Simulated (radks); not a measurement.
All-electron atom: Te IV in [Kr] 4d10 5s2 5p1. All-electron calculation, scalar-relativistic Kohn-Sham, PW91, spin-polarised, spherical densities, finite nucleus; open shells are filled with parallel spins first (spin-orbit coupling, left out, can overturn this in heavy ions); Fermi nuclear charge, rms radius 4.7423 fm. Program: a radial shooting solver on a logarithmic mesh with Libxc functionals.

Normalised radial functions P(r) = r R(r), r in bohr:

r         4p down  5s down
0.004607   0.0169   0.0800
0.006096   0.0275   0.0947
0.008066   0.0442   0.1085
0.01076    0.0711   0.1186
0.01423    0.1105   0.1199
0.01883    0.1670   0.1065
0.02512    0.2450   0.0708
0.03324    0.3356   0.0106
0.04397    0.4237  -0.0701
0.05865    0.4726  -0.1539
0.0776     0.4216  -0.1964
0.1035     0.2099  -0.1510
0.1369    -0.1496  -0.0017
0.1812    -0.5383   0.1932
0.2417    -0.7106   0.2920
0.3198    -0.4257   0.1534
0.4231     0.2696  -0.1764
0.5643     1.0056  -0.4335
0.7467     1.2758  -0.3131
0.9879     1.0134   0.1611
1.318      0.5286   0.6701
1.743      0.1845   0.8513
2.325      0.0375   0.6616
3.077      0.0043   0.3349
4.071      0.0002   0.1059
5.43       0.0000   0.0164
7.184      0.0000   0.0012

4p down: eigenvalue -145.26 eV, 2 radial nodes at r = 0.123, 0.384 bohr, <r> = 0.820 bohr, 90 % of the charge inside 1.20 bohr. 5s down: eigenvalue -42.269 eV, 4 radial nodes at r = 0.0346, 0.137, 0.368, 0.909 bohr, <r> = 1.92 bohr, 90 % of the charge inside 2.76 bohr.
